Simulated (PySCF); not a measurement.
## Fractional electron number in Ir²⁺ (iridium, charge +2)

The 5d beta orbital of [Xe] 4f14 5d7 is emptied in steps (occupation f), with all orbitals relaxed, ending at [Xe] 4f14 5d6. Computed with PySCF 2.14 in def2-TZVP with the def2 core potential (60 electrons), with scalar relativity through the core potential. The exact energy is a straight line in f; departures are measured from the line between the end points of the same method.

**Question.** Among BHandHLYP, wB97X, CAM-B3LYP, which shows the largest delocalisation error (convex curve), and which is closest to linear?

**Answer.** Most convex: CAM-B3LYP (-0.655 eV at f = 0.4); closest to linear: wB97X (-0.393 eV).

| f | BHandHLYP (eV) | wB97X (eV) | CAM-B3LYP (eV) |
| --- | --- | --- | --- |
| 1 | 0.000 | 0.000 | 0.000 |
| 0.8 | -0.392 | -0.258 | -0.430 |
| 0.6 | -0.594 | -0.390 | -0.650 |
| 0.4 | -0.600 | -0.393 | -0.655 |
| 0.2 | -0.405 | -0.263 | -0.440 |
| 0 | 0.000 | 0.000 | 0.000 |

| method | E(f=0) − E(f=1) (eV) | −ε at f=1 (eV) | −ε at f=0.4 (eV) |
| --- | --- | --- | --- |
| BHandHLYP | 29.081 | 26.654 | 29.547 |
| wB97X | 29.237 | 27.644 | 29.553 |
| CAM-B3LYP | 29.329 | 26.665 | 29.848 |

Reference removal energy between the ground levels: 28 ± 1.6 eV (theoretical estimate listed by NIST; NIST Atomic Spectra Database, ionization energies). The calculation has no spin-orbit coupling. The determinant left behind need not be the lowest term of the ion.
